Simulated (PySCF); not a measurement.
# Energy of Mo⁺ (molybdenum, charge +1) between two integer charges

The 4d alpha orbital of [Kr] 4d5 is emptied in steps (occupation f), with all orbitals relaxed, ending at [Kr] 4d4. Computed with PySCF 2.14 in aug-cc-pVTZ-PP with ECP28MDF (6s6p5d3f2g, 88 functions), with scalar relativity through the core potential. The exact energy is a straight line in f; departures are measured from the line between the end points of the same method.

```
  f  BHandHLYP (eV)  wB97X (eV)  CAM-B3LYP (eV)
  1           0.000       0.000           0.000
0.9          -0.178      -0.092          -0.190
0.7          -0.421      -0.217          -0.448
0.5          -0.505      -0.260          -0.539
0.3          -0.428      -0.219          -0.457
0.1          -0.185      -0.094          -0.198
  0           0.000       0.000           0.000
```

```
   method  E(f=0) − E(f=1) (eV)  −ε at f=1 (eV)  −ε at f=0.5 (eV)
BHandHLYP                15.827          13.855            15.805
    wB97X                15.796          14.785            15.788
CAM-B3LYP                16.067          13.968            16.041
```

Orbital energy along the path (eV):

```json
{"f": "1", "BHandHLYP": "-13.855", "wB97X": "-14.785", "CAM-B3LYP": "-13.968"}
{"f": "0.9", "BHandHLYP": "-14.231", "wB97X": "-14.974", "CAM-B3LYP": "-14.366"}
{"f": "0.7", "BHandHLYP": "-15.006", "wB97X": "-15.371", "CAM-B3LYP": "-15.189"}
{"f": "0.5", "BHandHLYP": "-15.805", "wB97X": "-15.788", "CAM-B3LYP": "-16.041"}
{"f": "0.3", "BHandHLYP": "-16.624", "wB97X": "-16.212", "CAM-B3LYP": "-16.916"}
{"f": "0.1", "BHandHLYP": "-17.461", "wB97X": "-16.631", "CAM-B3LYP": "-17.814"}
{"f": "0", "BHandHLYP": "-17.898", "wB97X": "-16.834", "CAM-B3LYP": "-18.278"}
```

Reference removal energy between the ground levels: 16.16 ± 0.12 eV (semi-empirical (NIST evaluation); NIST Atomic Spectra Database, ionization energies). The calculation has no spin-orbit coupling. The determinant left behind need not be the lowest term of the ion.
